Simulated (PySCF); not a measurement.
Cost of one run: geometry optimisation, `C#Cc1pcccc1SC`.

Method: PBE0-D3(BJ)/def2-SVP geometry optimisation, gas phase (PySCF 2.14.0). Work: geometry optimisation from a GFN2-xTB start shaken at random, density fitting. The command runs a driver script over a list of jobs; the input below is this job's line of settings and its coordinates in Å.

Command:
```bash
OMP_NUM_THREADS=1 python probes_run.py task.json out
```

Input:
```
{"job": {"xc": "PBE0", "basis": "def2-SVP", "d3": "d3bj", "grid": 1, "shake": 0.01, "kind": "geom"}, "charge": 0, "multiplicity": 1}
C     -1.284580     2.452510     1.440860
C     -0.519920     1.685380     0.988430
C      0.407920     0.772000     0.465780
P      2.002540     0.720620     1.311840
C      2.806440    -0.446500     0.329220
C      2.295060    -1.076070    -0.771900
C      1.020120    -0.881270    -1.236780
C      0.134630     0.001180    -0.643270
S     -1.502450     0.137540    -1.379500
C     -2.534390    -0.571910    -0.062790
H     -2.008550     3.163540     1.824850
H      3.829960    -0.663460     0.650660
H      2.901280    -1.772780    -1.308580
H      0.654780    -1.419220    -2.099930
H     -3.556230    -0.552030    -0.440520
H     -2.437120     0.047140     0.832320
H     -2.225990    -1.584860     0.109510
```

Hardware: one thread of an Arm Neoverse V2, on a shared host. PySCF's memory limit was set to 1200 MB.

Q: How large is the basis?

A: 183 functions.

Q: What wall time should be expected on this hardware?

A: About 2.1 min. The run took 7 energy-and-gradient evaluations and 53 SCF cycles, 18 s an evaluation on average.

Q: How much memory does it need at the peak?

A: About 0.79 GiB. Peak memory is the resident size of the whole Python process, interpreter and libraries included.

Q: At this speed, how long would 100 such jobs take on 32 cores, one job a core?

A: 100/32 gives 4 rounds of 2.1 min, about 8.4 min of wall time and 3.5 core-hours, if the jobs don't slow each other.

The host was shared with other jobs, so the times are rough.

The run converged: final energy -1047.45018 Eh after 6 steps; dipole 1.47 D.
